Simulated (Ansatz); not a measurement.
`[SiH3]O[SiH]([SiH3])Cl` + NH₃ → `N[SiH]([SiH3])Cl` + silanol  (ligand exchange at the Si–O bond)

Gas-phase electronic energies from Ansatz, PBE0-D4/def2-TZVP geometries. CBS: MP2 limit from def2 TZ/QZ plus the TZ coupled-cluster correction, frozen cores. This one scheme is used for every species. Functionals use def2-TZVPP. Each species was taken in one conformer, which may not be the lowest.

```tsv
level	ΔE (kcal/mol)
revPBE	10.8
BLYP	12.1
```

Question: What does CCSD(T)/CBS give? (Estimate.)

Answer: Computed: +13.8 kcal/mol. The listed levels differ from it by -3.0, -1.7 kcal/mol.

Largest T1 diagnostic among the species: 0.012.

From BLYP to BHLYP (50 % exact exchange), in def2-TZVPP and without D4, ΔE moves by +1.5 kcal/mol. The D4 term adds +1.6 kcal/mol with B3LYP and +1.0 kcal/mol with PBE0; it sums over pairs of atoms, weighted by their polarisabilities, and B3LYP, whose exchange is more repulsive, gets the larger term. In def2-TZVPP, CCSD(T) changes the Hartree–Fock value by −1.2 kcal/mol (the triples alone add −0.2 kcal/mol) and MP2 by −1.4 kcal/mol.

CCSD(T)/CBS has its own doubt, a few kJ/mol and more with outer-core shells, so smaller differences from it don't rank the levels.

B3LYP here is the variant with VWN-RPA as its local correlation; programs differ in this.
